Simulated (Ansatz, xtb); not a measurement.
**C5H8ClNO: which of two isomers lies lower**

We compare I, `C/C(Cl)=C(/C)C(N)=O`, a singlet, with II, `NC(=O)CC/C=C\Cl`, a singlet. Both are isolated molecules in the gas phase, relaxed with PBE0-D3(BJ)/def2-SVP, each in the lowest conformer that the search found.

I (Å):

```xyz
16

C    -2.2688   -1.1418    1.6561
C    -0.9532   -0.4467    1.6547
C    -0.3619    0.2639    0.6689
C     0.9866    0.9070    0.8255
C    -1.0492    0.4198   -0.6625
Cl   -0.1223   -0.6428    3.1833
N    -0.2266    0.8184   -1.6729
O    -2.2354    0.2326   -0.8674
H    -2.7576   -1.0408    0.6823
H    -2.9152   -0.6980    2.4301
H    -2.1286   -2.2008    1.9225
H     1.7700    0.3448    0.2863
H     1.2883    0.9446    1.8780
H     0.9797    1.9351    0.4324
H    -0.6391    0.8984   -2.5925
H     0.7737    0.8945   -1.5762
```

II (Å):

```xyz
16

C    -0.6974    0.5414    1.0221
C    -1.3995    0.2398   -0.2920
C    -0.4241    0.1241   -1.4589
C     0.5035   -1.0398   -1.3140
C     0.3219   -2.2545   -1.8316
Cl   -1.0503   -2.6866   -2.8015
N    -1.4675    0.3899    2.1301
O     0.4585    0.9112    1.0771
H    -2.4219    0.0658    2.0858
H    -1.0599    0.6021    3.0310
H    -2.1172    1.0577   -0.4800
H    -1.9961   -0.6829   -0.1980
H    -0.9965    0.0287   -2.3934
H     0.1681    1.0499   -1.5084
H     1.3937   -0.8964   -0.6940
H     1.0204   -3.0810   -1.6882
```

**Question.** Estimate which is lower in electronic energy at CCSD(T)/def2-SVP + ΔMP2/def2-TZVPP, and by roughly how much.

**Answer.** The CCSD(T)/def2-SVP + ΔMP2/def2-TZVPP calculation puts structure I lower, by 2.7 kcal/mol.

The same difference at several levels:

```
                             level              geometry  E(II) − E(I) (kcal/mol)  departure from the last row (kcal/mol)  job, with rough time for the two
                          GFN2-xTB              GFN2-xTB                      +8.3                                    +5.5               optimisation, 0.3 s
                         HF/STO-3G              GFN2-xTB                      +4.4                                    +1.6              single point, 0.48 s
                r2SCAN-D4/def2-SVP              GFN2-xTB                      +5.7                                    +3.0               single point, 4.7 s
              PBE0-D3(BJ)/def2-SVP  PBE0-D3(BJ)/def2-SVP                      +4.8                                    +2.1             optimisation, 1.9 min
                       HF/def2-SVP  PBE0-D3(BJ)/def2-SVP                      −1.1                                    −3.8           part of the CCSD(T) run
                      MP2/def2-SVP  PBE0-D3(BJ)/def2-SVP                      +4.4                                    +1.7           part of the CCSD(T) run
                  CCSD(T)/def2-SVP  PBE0-D3(BJ)/def2-SVP                      +3.1                                    +0.4                      single point
CCSD(T)/def2-SVP + ΔMP2/def2-TZVPP  PBE0-D3(BJ)/def2-SVP                      +2.7                                                     single point, 2.1 min
```

As drawn, both hold the same kinds of bond in the same numbers. Structure I has 2 methyl groups, II 0.

HF/def2-SVP puts the two in the other order. The largest departure from CCSD(T)/def2-SVP + ΔMP2/def2-TZVPP is that of GFN2-xTB, 5.5 kcal/mol. The last row adds to CCSD(T) the change of the MP2 difference between the two basis sets, here −0.4 kcal/mol.

With thermal terms from frequencies at re-optimised GFN2-xTB minima (ideal gas, soft modes damped towards free rotors, one conformer each, 298.15 K, 1 atm): on the last row, ΔE + ΔZPE = +2.9, ΔH = +2.7, ΔG = +2.6 kcal/mol.

The correlated steps freeze 12 core orbitals. Codes used: Ansatz 0.2.0, xtb 6.7.1; the last row on 4 threads of Arm Neoverse V1 on a shared host.
